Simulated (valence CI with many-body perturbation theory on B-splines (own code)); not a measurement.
The numbers below are computed, except where a source is named.
## Level structure of I11+

Method: configuration interaction combined with many-body perturbation theory (CI+MBPT): six valence electrons over a frozen Dirac-Fock core [Kr], a basis of 7 s, 7 p, 8 d, 6 f, 4 g, 1 h functions for each j, with the one-electron correlation potential Σ1 (screened to all orders), the two-electron term Σ2, the three-electron term Σ3, Breit, model QED; selected single and double excitations, second order for the rest, scaled by the run's own slope (own B-spline code, finite nucleus).

No measured levels were compared; by estimate terms of the open shell hold to 2 to 4 % of their energy, and close levels can change places. Core correlation moves these levels by up to 3200 cm⁻¹, and in measured spectra 5 to 20 % of such shifts remained as error; rates that hang on mixing are uncertain with them. Not all symmetries were solved, so the list stops early. Among the levels kept, up to 1100 cm⁻¹ of a level comes from second order outside the variational space, and about a tenth of that is noise between levels of different J, which matters for small intervals. Only levels of the ground parity were solved; by the run's estimate the other parity begins above the list, which can be wrong where configurations are misplaced.

Levels 1 to 6 of 6, with energies above the lowest level, 4d6 5D_4. "Leading %" is the weight of the configuration and term that name the level; weights of strongly mixed levels are sums over their largest components and can fall short.

| No. | Configuration | Term | J | E (eV) | Leading % | Second component | g |
| --- | --- | --- | --- | --- | --- | --- | --- |
| 1 | 4d6 | 5D | 4 | 0.0000 | 87 | 11 % 4d6 3F | 1.466 |
| 2 | 4d6 | 5D | 3 | 1.069 | 93 |  | 1.480 |
| 3 | 4d6 | 5D | 2 | 1.178 | 74 | 18 % 4d6 3P | 1.469 |
| 4 | 4d6 | 5D | 1 | 1.692 | 86 | 11 % 4d6 3P | 1.480 |
| 5 | 4d6 | 5D | 0 | 1.801 | 84 | 12 % 4d6 3P |  |
| 6 | 4d6 | 3H | 4 | 3.418 | 28 | 24 % 4d6 3G | 1.040 |

Names give the largest LS component (configuration and term), which can be under half, so a name can repeat, a term be missing and a line seem to break the LS rules; names also repeat where a configuration has a term twice.

The ionisation energy to 4d5 6S_5/2 of the next ion comes out as 248.27 eV (NIST: 247 ± 2.5 eV (theoretical)). All 6 levels together are meant to be complete up to 4.033 eV.
